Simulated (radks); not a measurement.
Values are calculated unless marked as measured or tabulated.
Trend from Rb4+ to Xe4+: ionisation energy by Delta-SCF between NIST ground configurations, and size. Level of theory: scalar-relativistic Kohn-Sham, PBEsol, spin-polarised, spherical densities, point nucleus; open shells are filled with parallel spins first (spin-orbit coupling, left out, can overturn this in heavy ions) (a radial shooting solver on a logarithmic mesh with Libxc functionals).

species	configuration	configuration of the ion	IE (eV)	NIST (eV)	kind	-e(HOMO) (eV)	outermost	<r> outermost (bohr)	r at 0.001 e/bohr^3 (bohr)
Rb4+	[Ar] 3d10 4s2 4p3	[Ar] 3d10 4s2 4p2	69.150	68.4	theory	62.086 (4p)	4p	1.51	3.02
Sr4+	[Ar] 3d10 4s2 4p4	[Ar] 3d10 4s2 4p3	70.153	71	semi-emp.	63.242 (4p)	4p	1.45	2.99
Zr4+	[Kr]	[Ar] 3d10 4s2 4p5	80.630	80.35	semi-emp.	72.783 (4p)	4p	1.31	2.89
Nb4+	[Kr] 4d1	[Kr]	50.496	50.573	exp.	43.838 (4d)	4d	1.60	2.99
Mo4+	[Kr] 4d2	[Kr] 4d1	54.114	54.42	semi-emp.	47.108 (4d)	4d	1.51	3.02
Tc4+	[Kr] 4d3	[Kr] 4d2	57.584	57	theory	50.252 (4d)	4d	1.43	3.02
Ru4+	[Kr] 4d4	[Kr] 4d3	60.949	59	theory	53.304 (4d)	4d	1.36	2.99
Rh4+	[Kr] 4d5	[Kr] 4d4	64.235	63	theory	56.289 (4d)	4d	1.30	2.95
Pd4+	[Kr] 4d6	[Kr] 4d5	63.047	61	theory	55.192 (4d)	4d	1.25	2.92
Ag4+	[Kr] 4d7	[Kr] 4d6	66.635	65	theory	58.439 (4d)	4d	1.20	2.89
Cd4+	[Kr] 4d8	[Kr] 4d7	70.099	68	theory	61.582 (4d)	4d	1.15	2.85
In4+	[Kr] 4d9	[Kr] 4d8	73.471	69	semi-emp.	64.649 (4d)	4d	1.11	2.81
Sn4+	[Kr] 4d10	[Kr] 4d9	76.775	77.03	exp.	67.659 (4d)	4d	1.07	2.77
Sb4+	[Kr] 4d10 5s1	[Kr] 4d10	55.678	55.0	semi-emp.	50.437 (5s)	5s	1.94	3.12
Te4+	[Kr] 4d10 5s2	[Kr] 4d10 5s1	58.741	59	exp.	53.315 (5s)	5s	1.86	3.23
I4+	[Kr] 4d10 5s2 5p1	[Kr] 4d10 5s2	50.389	51.52	exp.	45.289 (5p)	5p	2.03	3.38
Xe4+	[Kr] 4d10 5s2 5p2	[Kr] 4d10 5s2 5p1	54.291	54.1	semi-emp.	48.814 (5p)	5p	1.93	3.41

Reference values: NIST Atomic Spectra Database (exp. = measured, semi-emp. = semi-empirical, theory = theoretical value adopted there). Open shells are spherical and high-spin; term and fine-structure splittings are not resolved. Spin-orbit splitting is averaged out at the scalar-relativistic level.
